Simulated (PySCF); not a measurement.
Ge(H)(Br)(Me)2 (C₂H₇BrGe), SMILES [CH3][GeH]([CH3])[Br].

Geometry: PBE0-D3(BJ)/def2-SVP.

These are PySCF with PBE0-D3(BJ)/def2-SVP values and carry that method's errors.

Frequencies are harmonic and unscaled.

```json
[
 {"mode": "1", "ν (cm⁻¹)": "128", "IR (km/mol)": "0.0", "moving atoms (share of kinetic energy)": "H 99 %"},
 {"mode": "2", "ν (cm⁻¹)": "133", "IR (km/mol)": "0.1", "moving atoms (share of kinetic energy)": "H 96 %"},
 {"mode": "3", "ν (cm⁻¹)": "141", "IR (km/mol)": "1.3", "moving atoms (share of kinetic energy)": "C 46 %, H 24 %, Ge 16 %, Br 14 %"},
 {"mode": "4", "ν (cm⁻¹)": "158", "IR (km/mol)": "0.3", "moving atoms (share of kinetic energy)": "C 49 %, H 33 %, Br 11 %"},
 {"mode": "5", "ν (cm⁻¹)": "179", "IR (km/mol)": "1.4", "moving atoms (share of kinetic energy)": "C 42 %, H 32 %, Ge 25 %"},
 {"mode": "6", "ν (cm⁻¹)": "296", "IR (km/mol)": "29.9", "moving atoms (share of kinetic energy)": "Ge 49 %, Br 48 %"},
 {"mode": "7", "ν (cm⁻¹)": "599", "IR (km/mol)": "15.1", "moving atoms (share of kinetic energy)": "C 69 %, H 20 %, Ge 11 %"},
 {"mode": "8", "ν (cm⁻¹)": "612", "IR (km/mol)": "32.2", "moving atoms (share of kinetic energy)": "H 87 %"},
 {"mode": "9", "ν (cm⁻¹)": "632", "IR (km/mol)": "11.2", "moving atoms (share of kinetic energy)": "C 54 %, H 30 %, Ge 16 %"},
 {"mode": "10", "ν (cm⁻¹)": "667", "IR (km/mol)": "32.0", "moving atoms (share of kinetic energy)": "H 96 %"},
 {"mode": "11", "ν (cm⁻¹)": "755", "IR (km/mol)": "16.8", "moving atoms (share of kinetic energy)": "H 80 %, C 18 %"},
 {"mode": "12", "ν (cm⁻¹)": "842", "IR (km/mol)": "127.4", "moving atoms (share of kinetic energy)": "H 78 %, C 20 %"},
 {"mode": "13", "ν (cm⁻¹)": "853", "IR (km/mol)": "42.5", "moving atoms (share of kinetic energy)": "H 77 %, C 20 %"},
 {"mode": "14", "ν (cm⁻¹)": "859", "IR (km/mol)": "55.2", "moving atoms (share of kinetic energy)": "H 85 %, C 14 %"},
 {"mode": "15", "ν (cm⁻¹)": "1251", "IR (km/mol)": "15.9", "moving atoms (share of kinetic energy)": "H 79 %, C 21 %"},
 {"mode": "16", "ν (cm⁻¹)": "1257", "IR (km/mol)": "5.7", "moving atoms (share of kinetic energy)": "H 81 %, C 19 %"},
 {"mode": "17", "ν (cm⁻¹)": "1422", "IR (km/mol)": "2.5", "moving atoms (share of kinetic energy)": "H 96 %"},
 {"mode": "18", "ν (cm⁻¹)": "1427", "IR (km/mol)": "0.5", "moving atoms (share of kinetic energy)": "H 95 %"},
 {"mode": "19", "ν (cm⁻¹)": "1428", "IR (km/mol)": "6.1", "moving atoms (share of kinetic energy)": "H 96 %"},
 {"mode": "20", "ν (cm⁻¹)": "1438", "IR (km/mol)": "8.2", "moving atoms (share of kinetic energy)": "H 96 %"},
 {"mode": "21", "ν (cm⁻¹)": "2151", "IR (km/mol)": "126.0", "moving atoms (share of kinetic energy)": "H 99 %"},
 {"mode": "22", "ν (cm⁻¹)": "3066", "IR (km/mol)": "1.6", "moving atoms (share of kinetic energy)": "H 97 %"},
 {"mode": "23", "ν (cm⁻¹)": "3067", "IR (km/mol)": "3.0", "moving atoms (share of kinetic energy)": "H 97 %"},
 {"mode": "24", "ν (cm⁻¹)": "3177", "IR (km/mol)": "0.0", "moving atoms (share of kinetic energy)": "H 91 %, C 9 %"},
 {"mode": "25", "ν (cm⁻¹)": "3178", "IR (km/mol)": "2.4", "moving atoms (share of kinetic energy)": "H 91 %, C 9 %"},
 {"mode": "26", "ν (cm⁻¹)": "3192", "IR (km/mol)": "0.2", "moving atoms (share of kinetic energy)": "H 90 %, C 10 %"},
 {"mode": "27", "ν (cm⁻¹)": "3192", "IR (km/mol)": "0.6", "moving atoms (share of kinetic energy)": "H 90 %, C 10 %"}
]
```
